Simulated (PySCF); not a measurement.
Gas-phase reaction: 3 H2SiO ⇌ (H2SiO)3

Method: PySCF energies plus ideal-gas RRHO corrections (1 bar). † marks an energy on the PBE0/def2-TZVP geometry and frequencies; other levels use their own. MP2 freezes the core. All species are closed-shell singlets. B3LYP is the form with VWN-RPA correlation. H2SiO, (H2SiO)3: computed as isolated molecules; such fragments, hydroxides, amides, oligomers or adducts are transient or little studied in the gas. MP2 isn't extrapolated to the basis-set limit; its ΔH°(298 K) is -865.7 kJ in def2-SVP and -888.5 kJ in def2-TZVPP. The harmonic model lacks anharmonicity and excited electronic states, which grow with temperature; levels with a mode under 35 cm⁻¹ are left out. Soft modes under 120 cm⁻¹ make the harmonic entropy rough for (H2SiO)3.

```json
[
 {"level": "B3LYP/def2-TZVP†", "ΔE electronic, kJ": "-867", "ΔH°(298 K), kJ": "-842", "ΔS°(298 K), J/K": "-354", "ΔG°(2500 K), kJ": "-17"},
 {"level": "HF/def2-TZVP†", "ΔE electronic, kJ": "-1011", "ΔH°(298 K), kJ": "-986", "ΔS°(298 K), J/K": "-354", "ΔG°(2500 K), kJ": "-161"},
 {"level": "MP2/def2-TZVPP†", "ΔE electronic, kJ": "-914", "ΔH°(298 K), kJ": "-889", "ΔS°(298 K), J/K": "-354", "ΔG°(2500 K), kJ": "-64"},
 {"level": "PBE/def2-SVP", "ΔE electronic, kJ": "-841", "ΔH°(298 K), kJ": "-815", "ΔS°(298 K), J/K": "-345", "ΔG°(2500 K), kJ": "-14"},
 {"level": "PBE/def2-TZVP†", "ΔE electronic, kJ": "-831", "ΔH°(298 K), kJ": "-806", "ΔS°(298 K), J/K": "-354", "ΔG°(2500 K), kJ": "19"},
 {"level": "r2SCAN/def2-TZVP†", "ΔE electronic, kJ": "-922", "ΔH°(298 K), kJ": "-897", "ΔS°(298 K), J/K": "-354", "ΔG°(2500 K), kJ": "-72"},
 {"level": "LDA/def2-TZVP†", "ΔE electronic, kJ": "-951", "ΔH°(298 K), kJ": "-926", "ΔS°(298 K), J/K": "-354", "ΔG°(2500 K), kJ": "-101"}
]
```
ΔH° is lowest at HF/def2-TZVP† and highest at PBE/def2-TZVP†. No reference value is set beside these.
